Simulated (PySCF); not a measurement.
**Distorted geometries of Er(BH4)3**

Er(BH4)3 (singlet in the valence; each metal's 4f electrons, 11 of them, lie in its core potential, out of spins and levels). PySCF 2.14.0, RKS PBE0, Er lcecp-1-SVP with ECP57, B def2-SVP, H def2-SVP; non-relativistic Hamiltonian with scalar-relativistic core potentials where named; density fitting; no spin-orbit coupling. Relaxed geometry:

```xyz
16

Er    0.0000    0.0000    0.0000
B     2.4122    0.0144    0.0000
H     3.6156   -0.0169    0.0000
H     1.9074   -0.5683    0.9976
H     1.9074   -0.5683   -0.9976
H     1.9395    1.1695    0.0000
B    -1.2186    2.0818    0.0000
H    -1.7932    3.1397    0.0000
H    -0.4615    1.9360    0.9976
H    -0.4615    1.9360   -0.9976
H    -1.9826    1.0949    0.0000
B    -1.1936   -2.0962    0.0000
H    -1.8224   -3.1228    0.0000
H    -1.4459   -1.3677    0.9976
H    -1.4459   -1.3677   -0.9976
H     0.0431   -2.2644    0.0000
```

Task: Order these distorted geometries by energy above the relaxed one, lowest first.
A.
```xyz
16

Er    0.1771    0.0672   -0.1185
B     2.5213   -0.0007   -0.0626
H     3.5125    0.0216   -0.1425
H     1.9091   -0.5309    1.1169
H     2.0136   -0.5307   -0.8828
H     1.7843    1.2170    0.0466
B    -1.5194    2.1735    0.0589
H    -1.7441    2.9594    0.0529
H    -0.4508    2.0410    1.0464
H    -0.5365    1.9862   -1.1448
H    -2.0102    1.0089   -0.0656
B    -1.0786   -2.1775    0.1120
H    -1.8082   -3.2510   -0.0191
H    -1.6076   -1.3072    0.8987
H    -1.2988   -1.3312   -0.8141
H     0.1363   -2.3457   -0.0825
```
B.
```xyz
16

Er   -0.1605    0.0583    0.1167
B     2.5510    0.0123    0.0239
H     3.6319   -0.0471    0.1437
H     1.7504   -0.5485    0.9248
H     1.8069   -0.4211   -1.0344
H     2.0864    1.1570   -0.0548
B    -1.4966    2.1450   -0.0428
H    -1.6525    3.0861   -0.0031
H    -0.5682    1.9181    0.9133
H    -0.4082    1.7987   -0.9099
H    -1.7802    1.1405   -0.0597
B    -1.2234   -2.0260   -0.1581
H    -1.8182   -3.1046    0.0199
H    -1.4363   -1.3572    1.0548
H    -1.4324   -1.4356   -0.9432
H     0.1499   -2.3759    0.0090
```
C.
```xyz
16

Er    0.0729   -0.0249    0.0624
B     2.5469   -0.0819   -0.0544
H     3.5418    0.1453    0.0592
H     2.0001   -0.5203    0.8810
H     1.9462   -0.7285   -1.1838
H     2.1192    1.2036    0.0687
B    -1.3594    2.3845   -0.0744
H    -1.7886    3.0437    0.4376
H    -0.4217    1.8203    0.9227
H    -0.2600    1.9586   -0.8978
H    -1.9956    1.1470    0.0503
B    -1.1783   -1.8547   -0.0544
H    -2.0906   -3.1825   -0.0332
H    -1.6099   -1.4824    0.8846
H    -1.4660   -1.5289   -1.0933
H    -0.0571   -2.2990    0.0248
```

Result: B (5.12 eV), C (6.50 eV), A (7.14 eV).

Task: Which forces (eV/Å) act in the one that lies 5.12 eV up?

Result: 
```
Er   3.61 -0.48 -0.30
B   -7.03  0.19 -0.85
H    3.57 -0.65  0.19
H    0.93  0.16  0.03
H    0.93 -0.13  0.56
H    0.00  0.48  0.44
B    8.65 -7.18 -0.03
H   -3.13 10.94  0.04
H   -0.79  0.74  0.05
H   -1.24  1.25  0.04
H   -4.58 -4.80 -0.23
B    2.93 -7.05  9.21
H    0.15  0.83 -0.51
H   -0.03 -0.62 -1.43
H   -1.79  5.13 -6.70
H   -2.19  1.19 -0.50
```
Forces carry noise of the integration grid, about 0.01 to 0.03 eV/Å.

An lcecp potential fixes the number of 4f electrons, so in runs with it no electron can move into or out of that shell.
